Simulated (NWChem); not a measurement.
System: CH$_{6}$BFSi; SMILES FB(C)[SiH3]

Input file for NWChem:

```
start job
memory heap 200 mb stack 900 mb global 1100 mb
geometry units angstroms noautoz
  B      0.076026    -0.553861    -0.039171
  F      1.298004    -1.078120    -0.120601
  C     -1.155821    -1.509600     0.048031
  H     -1.805840    -1.342479    -0.829684
  H     -1.780363    -1.252870     0.920894
  H     -0.884942    -2.574936     0.093220
  Si    -0.036425     1.492093    -0.041138
  H     -1.452719     1.978786    -0.050364
  H      0.661927     2.064183    -1.237113
  H      0.632738     2.046423     1.180694
end
basis spherical
  * library def2-svp
end
dft
  xc b3lyp
  grid xfine
  iterations 150
  mulliken
end
task dft gradient
```

Output (shortened):

```
             Northwest Computational Chemistry Package (NWChem) 7.3.0
             --------------------------------------------------------

 C1  symmetry detected

                             Geometry "geometry" -> ""
                             -------------------------

 Output coordinates in angstroms (scale by  1.889725989 to convert to a.u.)

  No.       Tag          Charge          X              Y              Z
 ---- ---------------- ---------- -------------- -------------- --------------
    1 B                    5.0000     0.07156245    -0.56145126     0.00101912
    2 F                    9.0000     1.29180185    -1.09598220    -0.00001643
    3 C                    6.0000    -1.17134764    -1.50678861     0.00124082
    4 H                    1.0000    -1.75931913    -1.33105176    -0.91758660
    5 H                    1.0000    -1.85110691    -1.24764841     0.83107605
    6 H                    1.0000    -0.91309023    -2.57457663     0.06031816
    7 Si                  14.0000    -0.02330551     1.48539389    -0.00034985
    8 H                    1.0000    -1.43161938     1.98435148    -0.10300110
    9 H                    1.0000     0.75882967     2.05550321    -1.14428106
   10 H                    1.0000     0.56664014     2.02973541     1.26597978

 Effective nuclear repulsion energy (a.u.)     144.1123388739

                                 NWChem DFT Module
                                 -----------------

 Summary of "ao basis" -> "ao basis" (spherical)
 ------------------------------------------------------------------------------
       Tag                 Description            Shells   Functions and Types
 ---------------- ------------------------------  ------  ---------------------
 B                          def2-svp                 6       14   3s2p1d
 F                          def2-svp                 6       14   3s2p1d
 C                          def2-svp                 6       14   3s2p1d
 H                          def2-svp                 3        5   2s1p
 Si                         def2-svp                 8       18   4s3p1d

            General Information
            -------------------
          SCF calculation type: DFT
          Wavefunction type:  closed shell.
          No. of atoms     :    10
          No. of electrons :    40
           Alpha electrons :    20
            Beta electrons :    20
          Charge           :     0
          Spin multiplicity:     1
          Use of symmetry is: off; symmetry adaption is: off
          Maximum number of iterations: 150
          AO basis - number of functions:    90
                     number of shells:    44
          Convergence on energy requested:  1.00D-06
          Convergence on density requested:  1.00D-05
          Convergence on gradient requested:  5.00D-04

              XC Information
              --------------
                         B3LYP Method XC Potential
                     Hartree-Fock (Exact) Exchange  0.200
                        Slater Exchange Functional  0.800 local
                    Becke 1988 Exchange Functional  0.720 non-local
              Lee-Yang-Parr Correlation Functional  0.810
                  VWN I RPA Correlation Functional  0.190 local

             Grid Information
             ----------------
          Grid used for XC integration:  xfine
          Radial quadrature: Mura-Knowles
          Angular quadrature: Lebedev.
          Tag              B.-S. Rad. Rad. Pts. Rad. Cut. Ang. Pts.
          ---              ---------- --------- --------- ---------
          B                   0.85      100          10.0      1454
          F                   0.50      100          11.0      1454
          C                   0.70      100          12.0      1454
          H                   0.35      100          13.0      1202
          Si                  1.10      125          12.0      1454
          Grid pruning is: on
          Number of quadrature shells:  1025
          Spatial weights used:  Erf1

      Superposition of Atomic Density Guess
      -------------------------------------

 Sum of atomic energies:        -453.15553495

      Non-variational initial energy
      ------------------------------

 Total energy =    -454.739926
 1-e energy   =    -911.265667
 2-e energy   =     312.413403
 HOMO         =      -0.301949
 LUMO         =      -0.001300

     ---------------------------------------------
      Total Density - Mulliken Population Analysis
     ---------------------------------------------

    Atom       Charge   Shell Charges
 -----------   ------   -------------------------------------------------------
    1 B    5     4.51   1.99  0.90  0.23  1.08  0.20  0.11
    2 F    9     9.36   1.99  1.15  0.72  3.50  1.99  0.00
    3 C    6     6.48   1.99  0.97  0.21  2.15  1.14  0.01
    4 H    1     0.85   0.64  0.19  0.03
    5 H    1     0.86   0.64  0.19  0.03
    6 H    1     0.88   0.65  0.19  0.03
    7 Si  14    13.89   2.00  1.99  1.03  0.32  5.94  1.19  1.33  0.09
    8 H    1     1.06   0.69  0.36  0.01
    9 H    1     1.06   0.69  0.36  0.01
   10 H    1     1.06   0.69  0.36  0.01

   convergence    iter        energy       DeltaE   RMS-Dens  Diis-err
 ---------------- ----- ----------------- --------- --------- ---------
 d= 0,ls=0.0,diis     1   -455.6944335624 -6.00D+02  1.27D-02  4.58D-01
 d= 0,ls=0.0,diis     2   -455.6844039677  1.00D-02  6.61D-03  8.05D-01
 d= 0,ls=0.0,diis     3   -455.7538532047 -6.94D-02  1.40D-03  3.03D-02
 d= 0,ls=0.0,diis     4   -455.7559920596 -2.14D-03  4.69D-04  2.46D-03
 d= 0,ls=0.0,diis     5   -455.7562958066 -3.04D-04  9.54D-05  1.31D-04
  Resetting Diis
 d= 0,ls=0.0,diis     6   -455.7563132372 -1.74D-05  2.75D-05  4.38D-06
 d= 0,ls=0.0,diis     7   -455.7563138525 -6.15D-07  1.30D-05  2.91D-07
 d= 0,ls=0.0,diis     8   -455.7563138552 -2.63D-09  6.32D-06  2.92D-07

         Total DFT energy =     -455.756313855177
      One electron energy =     -914.725328617000
           Coulomb energy =      357.967948805823
    Exchange-Corr. energy =      -43.111272917930
 Nuclear repulsion energy =      144.112338873929

 Numeric. integr. density =       39.999999972613

                       DFT Final Molecular Orbital Analysis
                       ------------------------------------

 Vector   18  Occ=2.000000D+00  E=-3.452273D-01
              MO Center=  4.2D-01,  1.8D+00,  1.3D-01, r^2= 2.3D+00
   Bfn.  Coefficient  Atom+Function         Bfn.  Coefficient  Atom+Function
  ----- ------------  ---------------      ----- ------------  ---------------
    86      0.340972  10 H  s                81     -0.305088   9 H  s
    67      0.292313   7 Si pz               70      0.229584   7 Si pz
    87      0.182209  10 H  s                64     -0.168279   7 Si pz
    82     -0.160960   9 H  s                20      0.057413   2 F  pz
    74     -0.049753   7 Si d  1             23     -0.040385   2 F  pz

 Vector   19  Occ=2.000000D+00  E=-3.431499D-01
              MO Center= -5.2D-01,  1.8D+00, -1.2D-01, r^2= 2.3D+00
   Bfn.  Coefficient  Atom+Function         Bfn.  Coefficient  Atom+Function
  ----- ------------  ---------------      ----- ------------  ---------------
    76      0.379807   8 H  s                65     -0.290954   7 Si px
    68     -0.216218   7 Si px               81     -0.213271   9 H  s
    77      0.211302   8 H  s                62      0.166817   7 Si px
    86     -0.150791  10 H  s                82     -0.119508   9 H  s
    87     -0.086198  10 H  s                19     -0.069598   2 F  py

 Vector   20  Occ=2.000000D+00  E=-2.828155D-01
              MO Center= -5.5D-03,  9.5D-02,  1.3D-03, r^2= 3.2D+00
   Bfn.  Coefficient  Atom+Function         Bfn.  Coefficient  Atom+Function
  ----- ------------  ---------------      ----- ------------  ---------------
     5      0.372220   1 B  py               66      0.286220   7 Si py
    69      0.267581   7 Si py               19     -0.259911   2 F  py
    22      0.188417   2 F  py               31      0.185585   3 C  s
    33      0.182973   3 C  py               32      0.175608   3 C  px
    63     -0.155143   7 Si py               60     -0.147029   7 Si s

 Vector   21  Occ=0.000000D+00  E=-4.707969D-02
              MO Center=  3.3D-02, -1.7D-01, -4.8D-04, r^2= 3.0D+00
   Bfn.  Coefficient  Atom+Function         Bfn.  Coefficient  Atom+Function
  ----- ------------  ---------------      ----- ------------  ---------------
     6      0.519847   1 B  pz                9     -0.472213   1 B  pz
    70     -0.367688   7 Si pz               87      0.348512  10 H  s
    82     -0.326313   9 H  s                20     -0.236455   2 F  pz
    23      0.222346   2 F  pz               44     -0.178175   4 H  s
    49      0.154577   5 H  s                43     -0.137026   4 H  s

[...]

                         DFT ENERGY GRADIENTS

    atom               coordinates                        gradient
                 x          y          z           x          y          z
   1 B       0.135233  -1.060989   0.001926    0.001004  -0.001469  -0.000013
   2 F       2.441152  -2.071106  -0.000031   -0.002684   0.001256   0.000021
   3 C      -2.213526  -2.847418   0.002345    0.000354   0.000416  -0.000008
   4 H      -3.324631  -2.515323  -1.733987    0.000606   0.000126   0.000725
   5 H      -3.498085  -2.357714   1.570506    0.000653   0.000070  -0.000644
   6 H      -1.725490  -4.865244   0.113985    0.000091   0.000839  -0.000061
   7 Si     -0.044041   2.806987  -0.000661    0.000047  -0.001864  -0.000036
   8 H      -2.705368   3.749881  -0.194644   -0.000828   0.000192  -0.000050
   9 H       1.433980   3.884338  -2.162378    0.000430   0.000233  -0.000588
  10 H       1.070795   3.835644   2.392355    0.000330   0.000200   0.000655
```

Level: B3LYP/def2-SVP. Structure relaxed at the PBE0/def2-SVP level.
